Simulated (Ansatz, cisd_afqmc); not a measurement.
Species: SiS, charge 0, singlet. SiS (sulfanylidenesilicon, SMILES [Si]=S).
B3LYP-D3(BJ)/def2-TZVP minimum from Ansatz (an electronic-structure program):
```xyz
2

Si     0.0000     0.0000    -1.0336
S      0.0000     0.0000     0.9044
```

Total energies in cc-pV(D+d)Z, 10 correlated electrons, 10 frozen orbitals. UHF or UKS for unpaired electrons; spin-orbit terms are left out. Correlated methods leave the cores frozen. No relativity. AFQMC/CISD: phaseless, guided by CISD from CCSD amplitudes; bars are statistical, one sigma. Outlying blocks are dropped, and bars are widened where a walk drifts. Over all cases where full CI ran beside it in this data, AFQMC minus full CI had a median of +0.1 mEh and passed +0.4 mEh in a tenth of the cases. The T1 diagnostic of SSi ([Si]=S, singlet) reaches 0.025 in the sets run.

| method | program | energy (Eh) | minus CCSDTQ (mEh) |
|---|---|---|---|
| HF | Ansatz | -686.48654 | 242.54 |
| MP2 | Ansatz | -686.69240 | 36.68 |
| CCSD | Ansatz | -686.71564 | 13.44 |
| CCSD(T) | Ansatz | -686.72714 | 1.94 |
| CCSDT(Q) | Ansatz | -686.72921 | -0.13 |
| CCSDTQ | Ansatz | -686.72908 | 0.00 |
| AFQMC/CISD | cisd_afqmc | -686.7284 ± 0.0006 | 0.7 ± 0.6 |

Rough core times of Ansatz's runs on a shared machine: CCSD(T) under 20 s, CCSDT(Q) under 20 s, CCSDTQ 5 min.
